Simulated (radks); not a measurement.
Results of a calculation; reference values are marked as such.
All-electron atom: Pm III in [Xe] 4f4 7s1 (not the ground configuration). Level of theory: scalar-relativistic Kohn-Sham, r2SCAN, spin-polarised, spherical densities, finite nucleus; open shells are filled with parallel spins first (spin-orbit coupling, left out, can overturn this in heavy ions); meta-GGA in the generalised Kohn-Sham scheme; Fermi nuclear charge, rms radius 4.962 fm (a radial shooting solver on a logarithmic mesh with Libxc functionals).

Unscreened Slater integrals over Kohn-Sham orbitals (hartree). They are taken over the spin-up orbitals.

F0(7s,7s): 0.13656
F0(7s,4f): 0.18831
G3(7s,4f): 0.0047573
F0(7s,5p): 0.18215
G1(7s,5p): 0.0074635
F0(7s,5s): 0.18394
G0(7s,5s): 0.0046534
F0(4f,4f): 1.0014
F2(4f,4f): 0.47176
F4(4f,4f): 0.29509
F6(4f,4f): 0.21204
F0(4f,5p): 0.66459
F2(4f,5p): 0.24068
G2(4f,5p): 0.13083
G4(4f,5p): 0.10061
F0(4f,5s): 0.73562
G3(4f,5s): 0.14816
F0(5p,5p): 0.56095
F2(5p,5p): 0.30391
F0(5p,5s): 0.59583
G1(5p,5s): 0.40147
F0(5s,5s): 0.64042

Derived for the open shells (J is the average intra-shell exchange parameter used in DFT+U). 4f: F4/F2 = 0.626, F6/F2 = 0.449, J = (286 F2 + 195 F4 + 250 F6)/6435 = 0.03815 hartree.
